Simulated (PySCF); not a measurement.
C2H6FNSi2, SMILES [Si@H]1(N)[Si@@H](F)C=C1.

Geometry: PBE-D3(BJ)/def2-SVP. The structure was generated by enumeration; whether it is a known compound was not checked. One conformer was computed; it need not be the lowest.

Level of theory: PBE-D3(BJ)/def2-SVP (PySCF 2.14.0).

Frequencies are harmonic and unscaled.

Computed vibrational spectrum:
| mode | ν (cm⁻¹) | IR (km/mol) | moving atoms (share of kinetic energy) |
|---|---|---|---|
| 1 | 83 | 2.6 | F 34 %, H 21 %, N 19 %, C 19 % |
| 2 | 96 | 2.8 | N 34 %, F 25 %, H 20 %, C 12 %, Si 9 % |
| 3 | 163 | 12.5 | H 50 %, C 16 %, Si 15 %, F 10 %, N 9 % |
| 4 | 225 | 4.2 | Si 37 %, F 29 %, C 14 %, H 14 % |
| 5 | 261 | 12.3 | H 60 %, Si 21 %, N 9 % |
| 6 | 360 | 1.1 | C 42 %, Si 19 %, H 19 %, F 15 % |
| 7 | 379 | 104.3 | H 50 %, Si 25 %, N 20 % |
| 8 | 406 | 71.9 | H 44 %, Si 41 %, N 11 % |
| 9 | 444 | 25.0 | Si 51 %, C 34 %, H 13 % |
| 10 | 608 | 9.9 | H 67 %, C 23 % |
| 11 | 636 | 30.9 | H 85 %, C 11 % |
| 12 | 677 | 16.4 | H 73 %, C 15 % |
| 13 | 705 | 68.1 | C 45 %, H 39 %, Si 15 % |
| 14 | 741 | 78.7 | H 36 %, C 34 %, Si 26 % |
| 15 | 754 | 64.3 | H 76 %, C 12 % |
| 16 | 805 | 4.4 | H 63 %, F 27 % |
| 17 | 838 | 68.5 | N 36 %, Si 36 %, H 22 % |
| 18 | 866 | 193.0 | H 35 %, Si 33 %, F 21 % |
| 19 | 904 | 146.4 | H 65 %, Si 20 %, N 12 % |
| 20 | 992 | 0.5 | H 77 %, C 23 % |
| 21 | 1016 | 3.4 | H 96 % |
| 22 | 1228 | 24.9 | H 63 %, C 36 % |
| 23 | 1492 | 38.5 | H 90 %, N 10 % |
| 24 | 1496 | 0.7 | C 96 % |
| 25 | 2128 | 179.0 | H 97 % |
| 26 | 2144 | 142.8 | H 97 % |
| 27 | 3047 | 12.0 | H 92 % |
| 28 | 3073 | 19.9 | H 91 %, C 9 % |
| 29 | 3491 | 33.2 | H 96 % |
| 30 | 3590 | 28.5 | H 91 %, N 9 % |
